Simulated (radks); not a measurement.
Species: In IV. Configuration: [Kr] 4d7.5 5s2 5p0.5 (fractional occupations, a model configuration).

Method: scalar-relativistic Kohn-Sham, r2SCAN, spin-unpolarised, spherical densities, finite nucleus; meta-GGA in the generalised Kohn-Sham scheme; Fermi nuclear charge, rms radius 4.6156 fm; computed with a radial shooting solver on a logarithmic mesh with Libxc functionals.

Energy parts (eV):
total: -159960.084
kinetic: 166737.744
electron-nucleus: -384672.249
Hartree: 62279.885
exchange-correlation: -4305.463

Orbitals (lengths in bohr, moments of r in powers of bohr; r(max) is where P^2 peaks; r(90%) holds 90 % of the orbital's charge):
orbital  occ.  eigenvalue (eV)  r(90%)   r(max)   <1/r>
1s          2        -27854.34  0.0534  0.01922   51.85
2s          2        -4227.459   0.198   0.1085   11.83
2p          6        -3796.439   0.183  0.08694   11.38
3s          2        -847.3798   0.511   0.3150   4.197
3p          6        -705.1627   0.520   0.3085   3.990
3d         10        -484.9555   0.511   0.2586   3.755
4s          2        -168.5847    1.21   0.7673   1.645
4p          6        -125.3071    1.32   0.8102   1.501
4d        7.5         -61.6617    1.65   0.9049   1.223
5s          2         -38.7583    3.00    1.894  0.6211
5p        0.5         -28.7933    3.43    2.155  0.5379

The highest occupied level is 5p at -28.793 eV. The density falls to 0.001 e/bohr^3 at r = 3.67 bohr. Summed over all electrons, <r^2> = 32.94 bohr^2, which gives a Langevin (diamagnetic) susceptibility term of -26.1 x 10^-6 cm^3/mol.
